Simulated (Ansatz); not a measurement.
Ligand exchange: C2H2F4 + CuI → C2H2F3I + CuF

Species: C2H2F4 (norflurane) `FCC(F)(F)F`, singlet; CuI, singlet; C2H2F3I (1,1,1-trifluoro-2-iodoethane) `FC(F)(F)CI`, singlet; CuF (fluorocopper), singlet. The partners trade F for I: C–F and Cu–I bonds give way to C–I and Cu–F.

Shapes, held fixed at every level: PBE0-D4/def2-TZVP. Programs: Ansatz 0.2.0. The zero-point and thermal change to 298 K, harmonic and unscaled (PBE0-D4/def2-TZVP), is -4.8 kJ/mol.

**Question.** Estimate ΔH(298 K) of this reaction.

**Answer.** wB97X-V/def2-TZVPP gives ΔH(298 K) = +99.8 kJ/mol; the levels span +92.5 to +172.4. The median of the levels is +109.9. No measured value is set beside it here. For atoms past krypton def2 sets carry core potentials with scalar relativity. Times are processor times on shared x86 and Arm servers, and rough.

```csv
level,kind,ΔH(298 K) (kJ/mol),CPU time (sum over the molecules)
HF/def2-SVP,Hartree–Fock,+172.4,–
PBE-D4/def2-TZVPP,GGA,+92.5,19 s
B3LYP-D4/def2-TZVPP,global hybrid,+99.8,32 s
BHLYP-D4/def2-TZVPP,global hybrid,+118.2,23 s
PBE0-D4/def2-TZVPP,global hybrid,+109.9,22 s
r2SCAN0-D4/def2-TZVPP,global hybrid,+115.4,36 s
wB97X-V/def2-TZVPP,range-separated hybrid,+99.8,57 s
```
